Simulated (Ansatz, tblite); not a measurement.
Removing and adding an electron: GeMe2(NEt2)2 (C10H26GeN2). Charge 0, multiplicity 1. Geometry: PBE-D4/def2-SVP. Ansatz, gas phase; energy differences of separate SCF runs; the oxidised species was run as a doublet alone; the reduced species was run as a doublet alone.

Cartesian coordinates in Å:
```
Ge -0.6434 0.7720 0.4604
C -0.0265 2.5769 0.9460
H -0.6453 3.3630 0.4686
H 1.0295 2.7279 0.6482
H -0.0993 2.6955 2.0450
C -2.5425 0.5117 0.9058
H -2.8633 -0.5219 0.6707
H -3.1503 1.2128 0.3009
H -2.7448 0.7101 1.9773
N 0.3018 -0.5785 1.3170
C 1.7128 -0.7633 1.0177
C 2.6713 -0.0939 2.0125
C -0.2689 -1.4284 2.3495
C -0.6353 -2.8396 1.8685
H 1.9038 -0.3679 -0.0052
H 1.9497 -1.8533 0.9578
H 2.5339 1.0072 2.0185
H 2.5001 -0.4562 3.0479
H 3.7305 -0.3067 1.7572
H 0.4335 -1.5089 3.2146
H -1.1768 -0.9433 2.7672
H -1.4198 -2.7978 1.0850
H 0.2436 -3.3580 1.4319
H -1.0127 -3.4677 2.7035
N -0.2961 0.5468 -1.3490
C -0.5124 -0.7565 -1.9573
C -1.8416 -0.8936 -2.7121
C 0.1664 1.6133 -2.2215
C 1.6758 1.5899 -2.5010
H -0.4583 -1.5267 -1.1552
H 0.3292 -1.0001 -2.6504
H -2.7036 -0.7575 -2.0269
H -1.9318 -0.1327 -3.5154
H -1.9341 -1.8921 -3.1883
H -0.3844 1.5780 -3.1923
H -0.1035 2.5961 -1.7793
H 2.2535 1.7430 -1.5661
H 1.9910 0.6164 -2.9310
H 1.9680 2.3836 -3.2210
```

The xTB rows come from tblite. Single mean-field runs in def2-TZVP are fitted with def2-universal-jkfit. HOMO above LUMO, or a gap near zero within one spin, warns that the state may not be the lowest or that an electron is smeared out.

```
            level  −HOMO (eV)  vertical IE (eV)  −LUMO (eV)  vertical EA (eV)  HOMO–LUMO gap (eV)  IE − EA (eV)                                                                   remarks
         GFN1-xTB        9.77             12.15        4.55              2.49                5.22          9.66                                                                         –
         GFN2-xTB        8.91             11.46        3.14              0.72                5.77         10.75                                                                         –
 PBE-D4/def2-TZVP        4.45              6.76        0.09             -1.36                4.36          8.12  HOMO above zero (-1 doublet), gap within one spin near zero (+1 doublet)
PBE0-D4/def2-TZVP        5.71              7.14       -0.71             -1.73                6.41          8.86                                              HOMO above zero (-1 doublet)
ωB97M-V/def2-TZVP        8.01              7.44       -2.11             -2.28               10.12          9.72                                              HOMO above zero (-1 doublet)
```

Relaxing the oxidised species (PBE-D4/def2-SVP) changes its energy by -0.30 eV at PBE-D4/def2-TZVP, so the adiabatic ionisation energy to this nearest minimum is 6.46 eV. At PBE0-D4/def2-TZVP it is 6.76 eV.     A HOMO above zero means that the electron is unbound at that level or that self-interaction error raises the level; the energy of removing that electron tells which. Raw xTB energy differences between charge states are shifted by several eV; the methods need an empirical correction for them. Sets without diffuse functions give affinities that are too small. A negative affinity means that the extra electron isn't bound; its size then hangs on the basis.
